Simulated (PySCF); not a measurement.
Compound: C2H6AlNO.
Atom-mapped SMILES: `[CH:1]#[N+:2][AlH2-:3][O:4][CH3:5]` (hydrogens: H6 on C1; H7, H8 on Al3; H9, H10, H11 on C5)
Bond orders are those of one Lewis drawing.

Method: PBE0-D3(BJ)/def2-SVP geometry optimisation, gas phase in PySCF; density fitting, grid level 1; the optimiser is geomeTRIC in internal coordinates, started from a GFN2-xTB structure with every atom displaced at random (about 0.01 Å).

Step 0: E = -12289.3203 eV
```
atom  x, y, z in Å  |  force x, y, z in eV/Å
C1      2.5159    0.9600   -0.2029    0.522   0.856  -0.015
N2      1.8875    0.0907   -0.5870   -0.455  -0.653  -0.164
Al3     0.4313   -1.3078   -0.2522    1.412  -1.311   0.018
O4     -0.7994   -0.2967    0.0478   -3.396   2.497   0.667
C5     -1.9466    0.4974    0.2804    1.996  -0.755   0.693
H6      3.0656    1.8141    0.1310    0.338   0.312   0.179
H7      0.4255   -2.1218   -1.5480   -0.008  -0.554  -0.842
H8      1.2106   -1.8306    1.0094    0.200  -0.287   0.366
H9     -1.6369    1.5483    0.4674   -0.191  -0.122  -0.145
H10    -2.4772    0.1569    1.1928    0.017   0.007  -0.148
H11    -2.6378    0.4647   -0.5513   -0.434   0.008  -0.609
```

Step 1: E = -12289.5765 eV
```
atom  x, y, z in Å  |  force x, y, z in eV/Å
C1      2.5350    1.0493   -0.2174   -0.062   0.016  -0.138
N2      1.8762    0.1532   -0.5057   -0.015  -0.027   0.180
Al3     0.4315   -1.3846   -0.2348   -0.281   0.234   0.038
O4     -0.8665   -0.3128    0.0827    0.585  -0.466  -0.124
C5     -1.9327    0.5026    0.2936   -0.228  -0.006  -0.004
H6      3.1295    1.9086    0.0585    0.060  -0.008  -0.016
H7      0.4437   -2.2005   -1.6106   -0.006   0.120   0.041
H8      1.1994   -1.9926    1.0315   -0.051  -0.005  -0.007
H9     -1.6211    1.5490    0.4865   -0.035   0.059  -0.048
H10    -2.5265    0.1874    1.1756   -0.023   0.017  -0.006
H11    -2.6299    0.5156   -0.5727    0.056   0.066   0.084
```

Question: Estimate the geometry and energy of step 2. (The exact step hangs on the optimiser's Hessian estimate; all steps are aligned on step 1, rigid shifts and turns removed.)

Answer: E = -12289.5921 eV, largest force 0.221 eV/Å
```
atom  x, y, z in Å  |  force x, y, z in eV/Å
C1      2.5610    1.0510   -0.2261   -0.009   0.022  -0.136
N2      1.8842    0.1593   -0.4839   -0.021  -0.030   0.196
Al3     0.4362   -1.3726   -0.2137   -0.176   0.123  -0.050
O4     -0.8636   -0.3174    0.0940    0.111  -0.068   0.043
C5     -1.9468    0.4890    0.2932   -0.023  -0.028   0.011
H6      3.1857    1.9000    0.0154    0.024  -0.017  -0.015
H7      0.4290   -2.1415   -1.6090    0.056   0.022  -0.017
H8      1.1905   -2.0080    1.0446   -0.022  -0.002   0.002
H9     -1.6533    1.5405    0.4937    0.009  -0.006  -0.022
H10    -2.5569    0.1661    1.1614    0.025  -0.013  -0.011
H11    -2.6274    0.5088   -0.5824    0.027  -0.003   0.000
```

The energy changes by -0.0157 eV. The first-order estimate −F·Δx gives -0.0227 eV and the mean of the old and new forces, exact on a quadratic surface, -0.0156 eV. The step makes an angle of 78° with the force vector and moves no atom by more than 0.071 Å.

The cost below is that of the whole optimisation. Time: 2.5 min wall; peak memory 0.43 GiB. Hardware: one thread, Arm Neoverse N1 (aarch64), shared host with 64 logical CPUs at a one-minute load of 50.
